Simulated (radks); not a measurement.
Task: V12+, configuration [Ne] 3s1. Calculated with a radial shooting solver on a logarithmic mesh with Libxc functionals: scalar-relativistic Kohn-Sham, BLYP, spin-polarised, spherical densities, finite nucleus; open shells are filled with parallel spins first; Fermi nuclear charge, rms radius 3.6002 fm. Some entries of the table are withheld. Estimate them.

| orbital | occ. | eigenvalue (eV) | <r^2> (bohr^2) |
|---|---|---|---|
| 1s up | 1 | -5701.730 | 0.005928 |
| 1s down | 1 | -5701.014 | 0.005928 |
| 2s up | 1 | -917.1353 | 0.1092 |
| 2s down | 1 | -916.2434 | 0.1090 |
| 2p up | 3 | -820.7904 | (1) |
| 2p down | 3 | -819.9518 | (2) |
| 3s up | 1 | (3) | (4) |
| 3s down | 0 | (5) | (6) |

Result: 
(1) 2p up <r^2> (bohr^2): 0.08902
(2) 2p down <r^2> (bohr^2): 0.08885
(3) 3s up eigenvalue (eV): -325.6899
(4) 3s up <r^2> (bohr^2): 0.7169
(5) 3s down eigenvalue (eV): -320.5029
(6) 3s down <r^2> (bohr^2): 0.7198
